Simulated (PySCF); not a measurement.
Zn(I)(SeH) (HISeZn), SMILES [SeH][Zn][I].

Geometry: r2SCAN-D4/def2-SVP. The structure was generated by enumeration; whether it is a known compound was not checked. The def2 effective core potentials stand for the cores of I; spin–orbit coupling is left out. The values are those of a single conformer.

Calculation: TDDFT-M06-2X/def2-SVPD (PySCF).

Vertical excitations. Gas-phase values at a fixed geometry. State labels are in the subgroup Cs.

| state | symmetry | energy (eV) | λ (nm) | f | main pairs |
|---|---|---|---|---|---|
| S1 | A" | 4.60 | 270 | 0.012 | HOMO→LUMO 96 % |
| S2 | A" | 4.98 | 249 | 0.001 | HOMO→LUMO+1 92 % |
| S3 | A' | 5.27 | 235 | 0.024 | HOMO−1→LUMO 96 % |
| S4 | A" | 5.35 | 232 | 0.046 | HOMO−2→LUMO 95 % |
| S5 | A' | 5.71 | 217 | 0.003 | HOMO→LUMO+2 78 %, HOMO−3→LUMO 18 % |
| S6 | A" | 5.73 | 216 | 0.004 | HOMO−2→LUMO+1 46 %, HOMO→LUMO+3 21 %, HOMO→LUMO+4 19 % |
| S7 | A" | 5.86 | 212 | 0.003 | HOMO−2→LUMO+1 46 %, HOMO→LUMO+3 20 %, HOMO→LUMO+4 18 % |
| S8 | A' | 5.94 | 209 | 0.000 | HOMO−1→LUMO+1 80 % |
| S9 | A" | 6.18 | 201 | 0.000 | HOMO−1→LUMO+2 93 % |
| S10 | A' | 6.36 | 195 | 0.031 | HOMO−3→LUMO+1 83 % |
| T1 | A" | 4.35 | 285 | 0 | HOMO→LUMO 96 % |
| T2 | A" | 4.83 | 257 | 0 | HOMO→LUMO+1 82 % |
| T3 | A' | 4.99 | 248 | 0 | HOMO−1→LUMO 94 % |
| T4 | A" | 5.05 | 246 | 0 | HOMO−2→LUMO 94 % |
Triplets are in the Tamm–Dancoff approximation, which puts them higher than full response would, so one can lie above its singlet here.
